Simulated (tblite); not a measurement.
**Question.** Write Cartesian coordinates for InChI=1S/C6H9O/c1-2-6-4-3-5-7-6/h4-5H,2-3H2,1H3 as optimised with GFN2-xTB. (Doublet state.)

**Answer.** 
```
atom  x, y, z in Å
C1     2.316    0.432   -0.150
C2     1.358   -0.741   -0.368
C3    -0.058   -0.325   -0.148
C4    -0.868   -0.498    0.908
C5    -2.191    0.148    0.624
C6    -1.906    0.725   -0.717
O7    -0.660    0.378   -1.146
H8     2.235    0.802    0.869
H9     2.079    1.243   -0.834
H10    3.342    0.117   -0.326
H11    1.597   -1.551    0.322
H12    1.463   -1.107   -1.391
H13   -0.634   -1.019    1.814
H14   -3.025   -0.574    0.621
H15   -2.458    0.912    1.371
H16   -2.597    1.067   -1.459
```

Any rigid rotation of these coordinates is as good. Atoms count from 1 in this order. C4 (carbon bonded to 2 C and H) is planar (angles 126.6°, 124.2° and 109.2°, sum 360.0°, 0.00 Å off the plane of its three neighbours). C6 (carbon bonded to C, O and H) is almost planar (angles 128.7°, 117.0° and 111.1°, sum 356.8°, 0.13 Å off the plane of its three neighbours). C3 (carbon bonded to 2 C and O) is planar (angles 130.8°, 117.1° and 112.1°, sum 360.0°, 0.01 Å off the plane of its three neighbours). The 5-membered ring C3–C4–C5–C6–O7 has internal angles of 99.7° to 112.1° (sum 540°, against 540° for a flat polygon); it is almost planar, 0.02 Å rms from its mean plane, widest ring torsion 4°.

Bonds between heavy atoms (Å): C1–C2 1.530, C2–C3 1.492, C3=C4 1.342, C4–C5 1.499, C5–C6 1.487, C6–O7 1.363, C3–O7 1.361.

Structure optimised with GFN2-xTB, isolated species. This method treats the open shell by occupation alone, without spin polarisation.

Point group: C1 (no symmetry element, even within 0.4 Å). Its GFN2-xTB frequencies are all real (lowest 38 cm⁻¹). Torsions: C1–C2–C3–C4 -101°. 2 starts were optimised and ended at 0.00 and 0.03 kcal/mol (GFN2-xTB); the lowest of these is shown.

One conformer stands for the species.

The numbers are calculated, not measured.
